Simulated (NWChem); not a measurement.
**Correlation energy of CH₃BO**

```xyz
6

B      1.2813     0.3800     0.0000
H      1.7441    -0.0986     1.0226
H      1.7441    -0.0986    -1.0226
H      1.2403     1.5995     0.0000
O     -1.2605    -0.3738     0.0000
C     -0.1752    -0.0520     0.0000
```
Charge 0, spin multiplicity 1.

Program: NWChem. All single points use one geometry, from PBE0/def2-SVP, a minimum by its harmonic frequencies.

Basis set: cc-pVDZ. Each correlation energy counts from its own Hartree-Fock reference.

The correlated methods keep 3 core orbitals frozen. The structure started from a generated list of species. No row is a measurement; the coupled-cluster row has its own basis-set and correlation limits.

### Question
For the correlation energy, CCSD gives -431.1 mHa and RI-MP2 gives -407.8 mHa. What do CR-CCSD(T), CCSD(T) give?

### Answer
CR-CCSD(T): -443.2 mHa; CCSD(T): -446.8 mHa.
